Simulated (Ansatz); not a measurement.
`BC1=CCO1` + H₂Te → `[TeH]C1=CCO1` + BH₃  (substitution at a C–B bond)

Computed with Ansatz on PBE0-D4/def2-TZVP structures; ΔE is electronic, products minus reactants. CCSD(T)/CBS adds triple-zeta CCSD(T) − MP2 to the extrapolated MP2 energy (def2 sets, frozen cores). This one scheme is used for every species. Functionals use def2-TZVPP. Elements past krypton have def2 core potentials. For Te outer-core shells are correlated without core-valence functions, which leaves a few kJ/mol of doubt a bond.

Task: Is it downhill or uphill in electronic energy at CCSD(T)/CBS, and by how much? (Estimate.)

Result: Ansatz gave: Uphill: ΔE = +66.2 kJ/mol.

Task: What do these levels give: B97M-V, ωB97M-V, PBE, PBE0, MP2/def2-SVP, HF/CBS(def2)? (An estimate is asked.)

Result: The calculation gave: B97M-V 84.1, ωB97M-V 74.5, PBE 82.3, PBE0 80.7, MP2/def2-SVP 75.3, HF/CBS(def2) 76.6 kJ/mol.

Largest T1 diagnostic among the species: 0.014.

The D4 term adds −5.7 kJ/mol with B3LYP and −3.0 kJ/mol with PBE0; it sums over pairs of atoms, weighted by their polarisabilities, and B3LYP, whose exchange is more repulsive, gets the larger term. At CCSD(T), def2-SVP lies +16.7 kJ/mol from the extrapolated value and def2-TZVPP +2.5 kJ/mol. In def2-TZVPP, CCSD(T) changes the Hartree–Fock value by −8.5 kJ/mol (the triples alone add −1.8 kJ/mol) and MP2 by −18.4 kJ/mol.

B3LYP here is the variant with VWN-RPA as its local correlation; programs differ in this.
